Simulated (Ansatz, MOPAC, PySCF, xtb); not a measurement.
Torsion H3–Se1–Te2–H4 in H2SeTe (SMILES [SeH][TeH]); at each angle all else is relaxed with GFN2-xTB, and the levels are single points there.
Geometry at 90° (charge 0, multiplicity 1):
```csv
atom,x (Å),y (Å),z (Å)
Se,-1.2119,0.6663,0.3642
Te,1.1681,0.6353,-0.3345
H,-1.6914,-0.4793,-0.3809
H,0.8897,1.6123,-1.6292
```

On the grid 0° to 330°, 0° is the highest and 90° the lowest point at CCSD(T)/CBS(def2-TZVPP, def2-QZVPP).

Frozen-core correlation. Filled d and f shells under p-block atoms count as core. CBS(a, b) extrapolates the correlation energy as X⁻³ and adds the Hartree–Fock energy of set b. Rows in STO-3G carry no dispersion term and start afresh at each structure; the Pople sets are all-electron and without relativity. The state reached by PM3 isn't checked.

Run with Ansatz (a program for electronic structure) with Gaussian orbitals; MOPAC for PM3 (differences of heats of formation); PySCF for STO-3G rows, the dispersion terms; xtb for the GFN methods. Values without a source in brackets are computed. In def2 rows elements past Kr take small-core potentials, without spin–orbit coupling.

| level | energy at 0° less that at 90° (kcal/mol) |
|---|---|
| PM3 | 0.51 |
| GFN1-xTB | 4.16 |
| HF/STO-3G | 4.87 |
| SVWN5/def2-TZVPP | ___ |
| PBE/def2-TZVPP | 6.28 |
| PBE-D4/def2-TZVPP | 6.27 |
| BLYP/def2-TZVPP | 5.80 |
| BLYP-D4/def2-TZVPP | 5.76 |
| CCSD(T)/CBS(def2-TZVPP, def2-QZVPP) | ___ |

Question: Some entries are withheld; supply them.

Answer: 
- SVWN5/def2-TZVPP, energy at 0° less that at 90° (kcal/mol): 6.62
- CCSD(T)/CBS(def2-TZVPP, def2-QZVPP), energy at 0° less that at 90° (kcal/mol): 6.02
